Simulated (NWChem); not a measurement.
System: NH3Se; SMILES [SeH]N

Program: NWChem. Pople sets run with spherical d functions. STO-3G and 3-21G are far too small for this property and stand as cheap habits. Coordinates come from a PBE0-D3(BJ)/def2-TZVP optimisation. B3LYP is NWChem's, with the RPA form of VWN correlation. Field at 589 nm.

Task: Order these by “isotropic polarisability (bohr³)”, lowest first: B3LYP/aug-cc-pVDZ; B3LYP/6-31G*; B3LYP/STO-3G.

Result: B3LYP/STO-3G (12.5), B3LYP/6-31G* (27.7), B3LYP/aug-cc-pVDZ (40.8)
